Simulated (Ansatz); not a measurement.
Relaxation of ClH8PW (11 atoms, charge 0, multiplicity 1), to a largest force component of 0.03 eV/Å in at most 50 steps.

Computed with Ansatz, RKS BLYP-D4/def2-SVP.

```xyz
11
Properties=species:S:1:pos:R:3:forces:R:3
W -0.032 -0.062 -0.439 0.05 0.05 0.35
H -0.433 -0.462 1.178 -0.05 -0.06 -0.24
H 1.572 0.273 -0.875 0.01 0.01 0.00
H 0.275 1.545 -0.880 0.01 0.01 -0.01
H -0.994 1.091 0.356 0.00 -0.01 0.00
H 1.132 -1.004 0.362 0.00 0.00 0.00
Cl -1.157 -1.211 -2.035 0.02 0.02 0.05
P 1.792 1.782 2.103 0.30 0.22 0.01
H 2.893 0.948 1.705 -0.01 0.00 -0.01
H 1.873 2.599 0.922 -0.02 -0.02 0.03
H 0.785 0.889 1.591 -0.31 -0.23 -0.18
```

Problem. Where does it end, and by what steps?

Solution. It converged. After 6 steps the energy has fallen by 0.036 eV; H9 moved furthest, 0.23 Å.

| step | energy less start (eV) | largest force component (eV/Å) | accepted |
| --- | --- | --- | --- |
| 0 | 0.0000 | 0.350 | yes |
| 1 | 0.0440 | 0.620 | no |
| 2 | -0.0283 | 0.060 | yes |
| 3 | -0.0315 | 0.102 | yes |
| 4 | -0.0336 | 0.096 | yes |
| 5 | -0.0358 | 0.032 | yes |
| 6 | -0.0361 | 0.006 | yes |

```xyz
11
Properties=species:S:1:pos:R:3
W 0.009 -0.039 -0.378
H -0.479 -0.517 1.180
H 1.627 0.296 -0.760
H 0.319 1.577 -0.790
H -0.987 1.094 0.405
H 1.143 -1.000 0.443
Cl -1.064 -1.167 -2.023
P 1.796 1.728 2.008
H 2.828 0.873 1.497
H 1.848 2.622 0.888
H 0.667 0.923 1.521
```

Whether the end is a true minimum wasn't checked by a vibrational analysis.

Time of the run: 18 s on 2 threads of Arm Neoverse V2, with other jobs on the host, peak memory 0.15 GiB.
